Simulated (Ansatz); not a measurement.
Relaxation of AlF₃H₃P (8 atoms, charge 0, multiplicity 1), to a largest force component of 0.03 eV/Å in at most 50 steps.

Computed with RHF/def2-SVP (Ansatz).

```xyz
8
Properties=species:S:1:pos:R:3:forces:R:3
Al 0.104 -0.573 -0.402 -0.01 0.44 0.05
F -0.077 0.153 2.380 0.00 -0.28 -0.19
F 1.460 0.278 -0.776 -0.03 -0.04 0.01
F -1.340 0.000 -0.936 0.00 0.00 0.00
P 0.195 -2.549 0.757 0.04 -0.43 0.08
H -0.696 -3.314 -0.021 -0.03 0.00 0.00
H 1.398 -3.067 0.239 0.03 0.00 0.01
H -0.088 -0.727 2.623 0.00 0.31 0.04
```

Task: Where does it end, and by what steps?

Result: The run converged. After 11 steps the energy has fallen by 0.335 eV; F2 moved furthest, 0.56 Å. Joined: Al1–F2 (2.88 → 2.05 Å).

```
step  energy less start (eV)  largest force component (eV/Å)  accepted
   0                  0.0000                           0.438       yes
   1                  0.0069                           2.355        no
   2                 -0.0451                           0.604       yes
   3                 -0.0879                           0.988       yes
   4                 -0.1810                           1.106       yes
   5                 -0.2974                           1.062       yes
   6                 -0.3233                           0.311       yes
   7                 -0.3250                           0.251       yes
   8                 -0.3334                           0.079       yes
   9                 -0.3340                           0.051       yes
  10                 -0.3345                           0.055       yes
  11                 -0.3348                           0.013       yes
```

```xyz
8
Properties=species:S:1:pos:R:3
Al 0.090 -0.581 -0.045
F -0.095 0.235 1.822
F 1.461 0.237 -0.465
F -1.352 -0.030 -0.630
P 0.243 -2.779 0.735
H -0.687 -3.376 -0.142
H 1.419 -3.163 0.057
H -0.121 -0.343 2.530
```

Whether the end is a true minimum wasn't checked by a vibrational analysis.

Run time: 17 s on 1 thread of Arm Neoverse V2, on a shared host, peak memory 0.17 GiB.
